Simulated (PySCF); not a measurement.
C4H12FNSi2.
SMILES: `CN[Si@@H]1CC[C@H](F)[SiH2]1`

The closed-shell ground state was solved at several levels (PySCF, density fitting, gas phase, non-relativistic). One conformer (not necessarily the lowest) at the PBE0-D3(BJ)/def2-SVP geometry, without solvent, vibrations or thermal averaging.

```tsv
level	basis functions	HOMO (eV)	LUMO (eV)	gap (eV)	dipole (D)
PBE0/pcSseg-1	210	-6.34	0.07	6.41	0.93
B97-2/pcSseg-1	210	-6.11	0.08	6.19	0.94
```

(1) Estimate the row for PBE0/def2-SVPD, a basis of 267 functions; the other rows only guide the guess.

(2) Over all these levels, which gives the widest orbital gap and which the narrowest?

(3) How far do the dipole and the HOMO energy spread over the levels?

Answers

(1) HOMO -6.36 eV, LUMO -0.04 eV, gap 6.32 eV, dipole 0.93 D.

(2) PBE0/pcSseg-1 (global hybrid, 25 % exact exchange) has the widest, 6.41 eV, and B97-2/pcSseg-1 (global hybrid, 21 % exact exchange) the narrowest, 6.19 eV. The two share the basis. From the narrowest to the widest the HOMO moves by -0.23 eV and the LUMO by -0.01 eV.

(3) The dipole runs from 0.93 to 0.94 D (mean 0.93 D) and the HOMO from -6.36 to -6.11 eV.
